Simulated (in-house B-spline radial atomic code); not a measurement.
Results of a calculation; reference values are marked as such.
Correlation energy from the adiabatic connection: ω²r²/2 − Z/r, ω = 0.624, Z = -1

Two electrons in a singlet, external potential ω²r²/2 − Z/r, ω = 0.624, Z = -1 (atomic units). Full CI in B-splines (partial waves to l = 8, correlation up to 0.6 % small) with the density held fixed gives W(λ) = <V_ee>_λ − U, and E_c is the integral of W(λ) − W(0) from 0 to 1.

| λ | W(λ) − W(0) (hartree) |
| --- | --- |
| 0 | 0.00000 |
| 0.02 | -0.00229 |
| 0.05 | -0.00564 |
| 0.12 | -0.01306 |
| 0.25 | -0.02553 |
| 0.4 | -0.03802 |
| 0.6 | -0.05210 |
| 0.8 | -0.06378 |
| 1 | -0.07359 |

Integrate the table by the trapezoid rule.

The strips give -0.00002, -0.00012, -0.00065, -0.00251, -0.00477, -0.00901, -0.01159, -0.01374, which sum to -0.04241 hartree. The direct value, W(1) − W(0) + T_c with T_c = 0.03103, is -0.04256; the curve is convex, so chords lie above it and the trapezoids fall short in size by 0.36 %.

Now use only three numbers: W(0) = -0.48293, the initial slope W'(0) = -0.1157 (extrapolated from the first points) and the strong-coupling limit of the point-charge-plus-continuum model, W∞ = -0.64664. What do second-order theory and the interpolation W(λ) = W∞ + (W(0) − W∞)/√(1 + 2χλ) of Seidl, Perdew and Levy give?

Second order keeps the slope alone: E_c = W'(0)/2 = -0.05785, +36 % in size against -0.04256. Matching the slope fixes χ = W'(0)/(W∞ − W(0)) = -0.1157/(-0.16371) = 0.70674. Integrating, with s = √(1 + 2χ) = 1.553536, E_c = −(W(0) − W∞)(s − 1)/(s + 1) = −0.16371 × 0.553536/2.553536 = -0.03549 hartree, -16.6 % in size against the full result. At λ = 1 the formula gives W − W(0) = -0.05833 against -0.07359. Part of the miss can come from the model's W∞.
